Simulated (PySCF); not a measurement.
A PySCF script (with the pyscf-properties extension) for the NMR shieldings of SMILES N#CC[C@@H]([SiH3])[SiH2]Cl, C₃H₈ClNSi₂, on a GFN2-xTB geometry:

```python
import basis_set_exchange as bse
import numpy as np
from pyscf import gto, dft
from pyscf.prop import nmr

atoms = """
N     2.807144    0.321815   -0.684255
C     1.720914    0.167700   -1.007531
C     0.350602   -0.022432   -1.399600
C    -0.585311   -0.114749   -0.180576
Si   -0.174190   -1.646343    0.887565
Si   -0.604865    1.513543    0.813105
Cl   -1.093477    3.008294   -0.456247
H     0.294775   -0.938916   -1.997112
H     0.065315    0.817758   -2.042999
H    -1.594782   -0.265229   -0.580639
H     1.116078   -1.466900    1.543906
H    -0.134719   -2.810312   -0.003310
H    -1.244329   -1.805503    1.870828
H     0.707978    1.809003    1.371268
H    -1.635547    1.440262    1.843684
"""
names = dict.fromkeys(["N", "C", "Si", "Cl", "H"], "pcSseg-1")
basis = {el: gto.basis.parse(bse.get_basis(n, elements=[el], fmt="nwchem")) for el, n in names.items()}
mol = gto.M(atom=atoms, basis=basis, charge=0, verbose=0)
mf = dft.RKS(mol, xc="PBE0")
mf.grids.level = 2
mf.grids.alignment = dft.numint.BLKSIZE   # the property module wants whole blocks of grid points
mf.conv_tol = 1e-9
mf.kernel()

calc = nmr.RKS(mf)   # GIAO
C = mf.mo_coeff
Co = C[:, mf.mo_occ > 0]
resp = mf.gen_response(singlet=True, hermi=2)
def vind(x):   # induced exchange potential for any number of trial vectors
    d = np.einsum("pi,xij,qj->xpq", C, 2 * x.reshape(-1, C.shape[1], Co.shape[1]), Co, optimize=True)
    return np.einsum("xpq,pi,qj->xij", resp(d - d.transpose(0, 2, 1)), C, Co, optimize=True).ravel()
mo1, _ = nmr.rhf.solve_mo1(calc, with_cphf=vind)
sigma = calc.kernel(mo1)
for i, s in enumerate(sigma):   # ppm
    w = np.linalg.eigvalsh((s + s.T) / 2)
    print("%2d %-2s iso %8.1f  s11 %8.1f  s22 %8.1f  s33 %8.1f" % (i, mol.atom_pure_symbol(i), w.mean(), *w))
```

Q: Give the expected output.

A: 
```
 0 N  iso    -39.1  s11   -207.6  s22   -205.2  s33    295.6
 1 C  iso     64.5  s11    -51.9  s22    -46.8  s33    292.0
 2 C  iso    171.3  s11    159.4  s22    172.9  s33    181.5
 3 C  iso    177.8  s11    175.7  s22    177.4  s33    180.3
 4 Si iso    420.7  s11    387.0  s22    408.8  s33    466.4
 5 Si iso    363.0  s11    309.4  s22    370.8  s33    408.7
 6 Cl iso   1013.3  s11    948.8  s22   1027.3  s33   1064.0
 7 H  iso     29.2  s11     24.3  s22     27.1  s33     36.1
 8 H  iso     28.6  s11     23.8  s22     27.9  s33     34.1
 9 H  iso     31.1  s11     27.2  s22     28.2  s33     38.0
10 H  iso     27.5  s11     24.0  s22     26.5  s33     32.1
11 H  iso     27.8  s11     24.3  s22     25.6  s33     33.5
12 H  iso     27.8  s11     23.9  s22     26.0  s33     33.6
13 H  iso     26.3  s11     22.5  s22     25.5  s33     30.9
14 H  iso     26.6  s11     21.7  s22     26.0  s33     32.2
```

These numbers come from an equivalent density-fitted implementation of the same equations, which agrees with the script to about 0.01 ppm for H and up to a few tenths of a ppm for heavy atoms, so last digits may differ.

Q: Turn these shieldings into chemical shifts. Chemical shifts δ = σref − σ; NH3 for 15N (σ = 267.73 ppm); 13C (σ = 186.93 ppm) and 29Si (σ = 349.16 ppm) and 1H (σ = 31.72 ppm) vs TMS; 35Cl (σ = 949.78 ppm) vs HCl, all at this level.

A: Averaging equivalent atoms: N 0: 306.8; C 1: 122.5; C 2: 15.6; C 3: 9.1; Si 5: -13.8; Si 4: -71.6; Cl 6: -64; H 13: 5.42; H 14: 5.09; H 10/11/12: 4.01; H 8: 3.10; H 7: 2.52; H 9: 0.59 ppm. Experimental scales use liquid or dissolved standards, which lie at an offset from isolated NH3 (liquid NH3: subtract about 20 ppm). Unscaled 15N shifts of sp2 nitrogen come out 20 to 40 ppm too high even then.

Size and cost of the density-fitted run: 180 basis functions, 63 s wall time on 1 thread of an Arm Neoverse N1, shared host; peak memory 0.83 GiB.
